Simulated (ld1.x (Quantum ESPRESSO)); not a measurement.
An all-electron radial function and its pseudo partner (H)

Columns: radius, all-electron u(r) and pseudo u(r) of the 1s shell (level -6.49 eV) of hydrogen in the configuration 1s1; PBE, scalar-relativistic, ultrasoft scheme, ld1.x (Quantum ESPRESSO) 7.5.

```csv
r (bohr),all-electron,pseudo
0.085,0.1498,0.0921
0.170,0.2746,0.1823
0.255,0.3777,0.2687
0.340,0.4619,0.3497
0.425,0.5296,0.4236
0.510,0.5833,0.4895
0.595,0.6248,0.5464
0.680,0.6558,0.5938
0.765,0.6780,0.6316
0.850,0.6927,0.6601
0.935,0.7009,0.6796
1.020,0.7037,0.6911
1.105,0.7019,0.6954
1.190,0.6963,0.6935
1.275,0.6875,0.6868
1.360,0.6761,0.6762
1.445,0.6625,0.6628
1.530,0.6473,0.6474
1.615,0.6306,0.6307
1.700,0.6130,0.6130
1.785,0.5946,0.5946
1.870,0.5756,0.5756
1.955,0.5563,0.5563
2.040,0.5368,0.5368
2.125,0.5173,0.5173
2.210,0.4979,0.4979
```

**Question.** How many radial nodes do the two functions have?

**Answer.** The all-electron 1s function has n − l − 1 = 0; the pseudo-wave has 0.

**Question.** At about which radius was the pseudo-wave matched?

**Answer.** 1.70 bohr. The columns agree to 0.0005 from 1.36 bohr on; several derivatives are matched, so the curves merge somewhat inside the radius.

**Question.** Where does each function peak?

**Answer.** Outermost all-electron maximum near 1.02 bohr, pseudo maximum near 1.10 bohr (to the table’s step).

**Question.** Is the pseudo-wave norm-conserving?

**Answer.** No, it belongs to an ultrasoft set: the norm inside the radius is not constrained, and the difference is carried by the augmentation charge.
